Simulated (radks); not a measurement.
Results of a calculation; reference values are marked as such.
How relativity changes the ionisation of the sulfur ion S10+ ([He] 2s2 2p2) to S11+ ([He] 2s2 2p1). Spin-unpolarised spherical Kohn-Sham, PBE, point nucleus unless stated (finite: rms radius 3.2611 fm), a radial shooting solver on a logarithmic mesh with Libxc functionals. A level marked "c x" has the speed of light scaled by that factor and shares open shells by 2j + 1; other Dirac levels either fill j = l - 1/2 first or share by 2j + 1.

level,E(S10+) (hartree),E(S11+) (hartree),IE (eV),HOMO,<r> HOMO (bohr)
non-rel.,-334.70145,-316.29775,500.79,2p,0.3801
scalar-rel.,-335.77437,-317.35050,501.34,2p,0.3794
"scalar-rel., finite nucleus",-335.77399,-317.35012,501.34,2p,0.3794
"Dirac, 2j+1 shares",-335.77476,-317.35071,501.34,2p3/2,0.3799
"Dirac, low j first",-335.85944,-317.39611,502.41,2p1/2,0.3783
"Dirac, 2j+1 shares, finite nucleus",-335.77438,-317.35032,501.34,2p3/2,0.3799
"Dirac, c x 0.85",-336.19088,-317.75896,501.56,2p3/2,0.3798
"Dirac, c x 3",-334.81999,-316.41404,500.85,2p3/2,0.3801
"Dirac, c x 10",-334.71211,-316.30821,500.80,2p3/2,0.3801

NIST Atomic Spectra Database: 504.6 eV (semi-empirical). The relativistic part of the total energy of S10+ is -1.073 hartree (Dirac, 2j+1 shares, finite nucleus), 0.32 % of the non-relativistic value. Spin polarisation and multiplet splitting of open shells are left out at every level.

Beside tabulated values, note that spin-unpolarised runs miss the spin-polarisation part of the exchange energy of open shells.
